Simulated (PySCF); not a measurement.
Calculated NMR parameters of C=C1CC=CO[SiH2]1

```yaml
Formula: C5H8OSi
SMILES: C=C1CC=CO[SiH2]1
Point_group_of_the_computed_structure: C1
Degrees_of_unsaturation: 3
Carbon_signals: 5
Proton_signals: 6
```

Atoms are numbered as in `[CH2:1]=[C:2]1[CH2:3][CH:4]=[CH:5][O:6][SiH2:7]1`. Hydrogens are named by the atom that carries them. Ha(C1) is cis to C3; Hb(C1) is trans to C3.

[PySCF 2.14.0 with density-fitted response routines: PBE0/pcSseg-1 with gauge-including orbitals; geometry: GFN2-xTB; fast rotation and ring inversion assumed for equivalent nuclei; no solvent; a single conformation; no relativistic terms]

δ = σ(ref) − σ, references computed at the same level: ¹H and ¹³C and ²⁹Si against TMS; ¹⁷O against H2O.

| carbon | δC, type | δH (multiplicity) | HMBC from (2–3 bonds) | span of the C tensor (ppm) |
| --- | --- | --- | --- | --- |
| C1 | 132.9, CH2 | Ha(C1) 6.15 (br s); Hb(C1) 5.70 (br s) | H(Si7), H(C3) | 216 |
| C2 | 149.1, C | – | Ha(C1), Hb(C1), H(Si7), H(C4), H(C3) | 253 |
| C3 | 38.3, CH2 | 3.14 (m) | H(C5), Ha(C1), Hb(C1), H(Si7), H(C4) | 22 |
| C4 | 107.3, CH | 4.77 (m) | H(C5), H(C3) | 176 |
| C5 | 149.1, CH | 6.57 (d) | H(Si7), H(C4), H(C3) | 177 |

Other nuclei:
```json
{"atoms": "H(Si7)", "nucleus": "¹H", "environment": "hydrogen on a silicon bonded to C, O, in a 6-membered ring", "δ (ppm)": "5.33", "σ (ppm)": "26.39"}
{"atoms": "Si7", "nucleus": "²⁹Si", "environment": "silicon bonded to C, O, 2 H, in a 6-membered ring", "δ (ppm)": "-30.0", "σ (ppm)": "379.2"}
{"atoms": "O6", "nucleus": "¹⁷O", "environment": "oxygen bonded to C, Si, in a 6-membered ring", "δ (ppm)": "89.5", "σ (ppm)": "246.6"}
```

1. Carbon types of the structure: 1 × C, 2 × CH, 2 × CH2, leaving 2 H on heteroatoms.
2. δC 149.1: fully substituted alkene carbon; an sp2 carbon of a C=C bond.
3. δC 149.1: alkene carbon bearing oxygen; an sp2 carbon further deshielded by the attached heteroatom.
4. δC 132.9: terminal =CH2 carbon; an sp2 carbon of a C=C bond.
5. δC 107.3: β carbon of an enol-ether or enamine type C=C; the O or N lone pair pushes π density onto this β carbon and shields it.
6. δH 6.15, 5.70: hydrogen on a terminal =CH2 carbon; olefinic region.

Shifts are as computed. Against solution values, carbons near 30 ppm lie about +3 ppm off and those near 130 ppm about +5 ppm. Of 1211 compounds with measured shifts, 218 miss one by over three times the rms of a fit or turn the order of signals round; such compounds aren't used in these exercises. Experimental scales use liquid or dissolved standards, which lie at an offset from isolated H2O (liquid H2O: subtract about 36 ppm). Multiplicities follow the n + 1 count of equivalent neighbours, as no J values were calculated; m marks all less simple cases, F and P coupling included.
